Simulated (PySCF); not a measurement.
**How methods differ on the excitation energy of Ga²⁺**

Ga²⁺ [Ar] 3d10 4s1 (2S) → Ga²⁺ [Ar] 3d9 4s2 (2D), as a difference of total energies. Calculation: PySCF 2.14, in def2-TZVPPD (7s5p5d1f, 54 functions); no relativity, point nucleus. Correlated levels: valence and next inner shell: [Ne] frozen. The calculations carry no spin-orbit coupling.

```tsv
method	excitation energy (eV)
UHF	16.865
LDA	17.793
PBE	17.488
PBE0	17.478
r2SCAN	17.603
BP86	17.477
CAM-B3LYP	17.242
MN15	18.479
MP2 (valence and next inner shell)	17.916
SCS-MP2 (valence and next inner shell)	17.588
```

Problem. How much does correlation contribute at MP2 (valence and next inner shell)?

Solution. 17.916 − (16.865) = 1.051 eV, measured against UHF.

A first-order spin-orbit estimate (lowest level to lowest level, LS coupling) adds -0.174 eV.
